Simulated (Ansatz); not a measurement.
```yaml
crystal:
  periodic: [false, false, false]
  atoms:
    - {symbol: B, position_ang: [0.086509, 0.968928, -0.285540]}
    - {symbol: C, position_ang: [0.145434, -0.051589, -0.590924]}
    - {symbol: F, position_ang: [0.896089, -0.401898, -0.843743]}
    - {symbol: Si, position_ang: [-0.163505, -0.531896, 0.592933]}
    - {symbol: H, position_ang: [-0.569297, 1.273618, -0.175342]}
    - {symbol: H, position_ang: [0.782212, 1.436056, -0.180339]}
    - {symbol: H, position_ang: [-0.304015, -0.280359, -0.928909]}
    - {symbol: H, position_ang: [0.208317, -1.352800, 0.598221]}
    - {symbol: H, position_ang: [-1.227011, -0.553176, 0.557571]}
    - {symbol: H, position_ang: [0.161344, -0.081089, 1.397568]}
basis:
  gaussian: {orbitals: x2c-TZVPPall}
hamiltonian: {xc: {name: r2SCAN0}, dispersion: d3bjatm}
```

```sh
$ ansatz run in.yaml --threads 2 --pin off --events-out ev --progress --plain --max-ram 4352MiB
```

Output, abridged:

```
Functional definition: r2SCAN0
1162 factors; their error is unknown
mean field evaluation 1: about -12330.8732 eV, gradient 1.1e2 eV
mean field evaluation 2: about -12319.6099 eV, gradient 1.2e2 eV
mean field evaluation 4: about -12349.4362 eV, gradient 1.0e1 eV
mean field evaluation 8: about -12349.5944 eV, gradient 2.3e-1 eV
mean field evaluation 16: about -12349.6192 eV, gradient 5.0e-5 eV
mean field -12349.61915462 eV, -453.8401330598 hartree, gradient 5.0e-5 eV, S^2 0.000000; 0 other end points of the search recorded, 0 dependent functions left out
reference -12349.61916532 eV, -453.8401334532 hartree; 20, 20 occupied and 199, 199 virtual orbitals, 1162 factors
Total energy: -12349.68032352 eV, -453.8423809755 hartree
Relativity: scalar
```

Task: What is wrong with this run?

Result: The geometry is squeezed to about two thirds of its size. The run converged. The result belongs to that input, not to the molecule as meant.
